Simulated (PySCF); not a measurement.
**TcO₃I, singlet: molecular constants**

Method: PBE/[Tc def2-SVP with ECP28, O def2-SVP, I def2-SVP with ECP28], scalar-relativistic core potentials, density fitting, no spin–orbit coupling, PySCF.

The structure is a minimum.

- Point group: C3v
- Bond lengths: Tc–I 2.594 Å, Tc–O 1.689 Å (×3)
- Bond angles: I–Tc–O 109.0° (×3), O–Tc–O 109.9° (×3)
- Zero-point energy: 26.9 kJ/mol
- Entropy at 298.15 K and 1 bar: 337.4 J/(mol K)
- Lowest empty level: -4.71 eV
- Enthalpy at 298.15 K above 0 K: 17.85 kJ/mol
- Atomisation energy without zero-point energy: 2233 kJ/mol
- Principal quadrupole moments (Buckingham, traceless) about the centre of mass: -1.79, -1.79, 3.58 D Å
- Principal polarisabilities: 55.5, 55.5, 97.2 bohr³
- Highest occupied level: -7.57 eV
- Rotational constants: 0.1378, 0.02833, 0.02833 cm⁻¹
- Rotational symmetry number: 3
- Heat capacity Cp at 298.15 K: 81.7 J/(mol K)
- Dipole moment: 2.18 D

Harmonic modes (masses in u: Tc 98.907, O 15.995, I 126.904):
```json
{"symmetry": "e", "ω (cm⁻¹)": "164", "IR (km/mol, summed over degenerate members)": "1.1"}
{"symmetry": "a1", "ω (cm⁻¹)": "202", "IR (km/mol, summed over degenerate members)": "2.3"}
{"symmetry": "e", "ω (cm⁻¹)": "339", "IR (km/mol, summed over degenerate members)": "2.8"}
{"symmetry": "a1", "ω (cm⁻¹)": "350", "IR (km/mol, summed over degenerate members)": "21.4"}
{"symmetry": "a1", "ω (cm⁻¹)": "979", "IR (km/mol, summed over degenerate members)": "64.8"}
{"symmetry": "e", "ω (cm⁻¹)": "982", "IR (km/mol, summed over degenerate members)": "210"}
```

In C3v the vibrations span 3e + 3a1.

Charges (e):
```tsv
atom	Mulliken	Löwdin	polar tensor	Mayer order to Tc1
Tc1	0.80	-0.15	1.62	–
O2,3,4	-0.28	-0.05	-0.48	1.89
I5	0.05	0.31	-0.19	1.22
```

Mulliken populations on Tc1 (electrons outside its core potential): s 2.33, p 6.70, d 5.10, f 0.08.

Formally Tc is in oxidation state +7, d0. The polar-tensor charge on Tc, 1.62, is far below the formal one.

This need not be the most stable arrangement of these atoms.

The final relaxation and frequency run took 90 s on 2 threads of a shared Arm Neoverse N1 host, with 99 basis functions and 11 gradients; the process peaked at 1.2 GiB.
